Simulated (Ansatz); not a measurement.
Molecule: ZrO₂, net charge 0, singlet state. 
Geometry from a B3LYP-D3(BJ)/def2-TZVP (Ansatz, a quantum-chemistry and plane-wave program) optimisation:
```xyz
3

Zr    -0.1854     0.1286    -0.1941
O      1.5626    -0.0948    -0.4148
O     -0.6354    -0.5480     1.3852
```

Dipole moments at this geometry, in debye (magnitudes).

```csv
level,program,dipole (D)
SVWN5/def2-TZVPD,Ansatz,7.34
PBE/def2-TZVPD,Ansatz,7.36
BLYP/def2-TZVPD,Ansatz,7.39
revPBE/def2-TZVPD,Ansatz,7.38
B97M-V/def2-TZVPD,Ansatz,7.83
PBE0/def2-TZVPD,Ansatz,7.96
r2SCANh/def2-TZVPD,Ansatz,7.94
r2SCAN0/def2-TZVPD,Ansatz,8.19
HSE06/def2-TZVPD,Ansatz,7.93
CAM-B3LYP/def2-TZVPD,Ansatz,8.23
LC-wPBE/def2-TZVPD,Ansatz,8.48
wB97X-V/def2-TZVPD,Ansatz,8.37
CCSD(T)/def2-SVPD,Ansatz,8.19
```
